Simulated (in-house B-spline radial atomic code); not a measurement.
Computed with a B-spline radial atomic code. Model: two electrons, singlet ground state, non-relativistic, full CI in B-splines with partial waves to l = 8 (at full coupling up to 3e-4 hartree above the limit, correlation up to 0.6 % small), density held at that of full coupling by Lieb maximisation.

Along the adiabatic connection the electron repulsion is scaled by a coupling λ while a local potential keeps the density fixed. At λ = 0 the system is the Kohn-Sham one and W equals the exchange energy; the exchange-correlation energy is the area under W between 0 and 1. The kinetic energy rises with λ as the electrons avoid each other, with dT/dλ = −λ dW/dλ.

Command:
```bash
python run_ac.py task.json out
```
Settings (lengths in bohr, energies in hartree):
```
potential              coulomb
strength               1.09
lmax                   8
wall_radius            0.708
```

Run time, properties included: 1.2 s on 1 thread of Intel(R) Xeon(R) Processor @ 2.30GHz, with other jobs on the host.

**W = mean repulsion less Hartree energy, and W of three functionals.**

Given: confinement point charge; nuclear charge 1.09; hard wall radius 0.708 bohr; external potential -Z/r.

Computed: LDA exchange minus exact 363.89 millihartree; SCAN exchange minus exact -9.8665 millihartree.

```csv
coupling,W xc (hartree),W xc minus exchange (millihartree),kinetic minus Kohn-Sham (millihartree),LDA (PW92) W minus its exchange (millihartree),PBE W minus its exchange (millihartree),SCAN W minus its exchange (millihartree)
0,-2.6141,0,0,0,0,0
0.02,-2.6162,-2.102,0,-14.38,-3.46,-1.96
0.05,-2.6194,-5.24,0.1,-30.38,-8.6,-4.85
0.12,-2.6266,-12.491,0.7,-60.39,-20.32,-11.49
0.25,-2.6399,-25.704,3.2,-104.68,-41.09,-23.48
0.4,?,?,?,?,?,?
0.6,-2.6738,-59.7,17.6,-194.08,-91.69,-54.08
0.8,?,?,?,?,?,?
1,-2.7101,-95.918,46.5,-271.81,-142.29,-86.58
1.4,-2.7437,-129.56,86.7,-335.64,-187.2,-116.88
2,-2.7898,-175.69,164.9,-415.29,-246.55,-158.81
3,-2.8568,-242.62,331.3,-521.16,-329.94,-220.88
4.5,-2.9386,-324.48,635.9,-642.31,-430.23,-299.56
7,-3.0404,-426.21,1213.4,-788.04,-556.02,-402.94
10,-3.1262,-512.02,1935.2,-911.77,-666.14,-495.94
```

What belongs in the row 0.4?

W xc (hartree): -2.6547; W xc minus exchange (millihartree): -40.549; kinetic minus Kohn-Sham (millihartree): 8; LDA (PW92) W minus its exchange (millihartree): -146.66; PBE W minus its exchange (millihartree): -63.64; SCAN W minus its exchange (millihartree): -36.87.

What belongs in the row 0.8?

W xc (hartree): -2.6923; W xc minus exchange (millihartree): -78.146; kinetic minus Kohn-Sham (millihartree): 30.5; LDA (PW92) W minus its exchange (millihartree): -235.17; PBE W minus its exchange (millihartree): -117.81; SCAN W minus its exchange (millihartree): -70.63.

What is the PBE exchange minus exact?

117.09 millihartree.

**Energy parts, natural occupations and partial-wave weights.**

Computed: total energy 14.4825 hartree; exchange energy -2.6141 hartree; correlation energy -0.049464 hartree; kinetic part of the DFT correlation energy 0.046454 hartree; initial slope twice GL2 -0.1053 hartree; kinetic part over minus potential part 0.48431; Kohn-Sham kinetic 19.874 hartree.

```tsv
natural	occupation of the shell (electrons)
s	1.9968
p	?
d	0.00014194
s	0.00011314
p	1.9833e-05
f	1.9373e-05
```

What belongs in the row p?

occupation of the shell (electrons): 0.0029139.

| wave | weight |
| --- | --- |
| s | 0.99845 |
| p | 0.0014674 |
| d | 7.3441e-05 |
| f | ? |
| g | 2.4272e-06 |

What belongs in the row f?

weight: 1.041e-05.

What is the Lieb Oxford ratio E_xc over LDA exchange?

1.1837.

What is the Hartree energy?

5.2283 hartree.

Half-way to full coupling W has made 52 % of its drop, against 50 % for a straight line, and second-order (GL2) theory, half the initial slope, overshoots the correlation energy by about 6 %: correlation is weak here. Over couplings 0 to 1 the errors in E_xc come to about +252 millihartree for LDA, +91 millihartree for PBE, -5.2 millihartree for SCAN, so SCAN is nearest. In LDA and PBE and SCAN the errors of exchange and correlation have opposite signs, so the sum is smaller than the larger of the two.
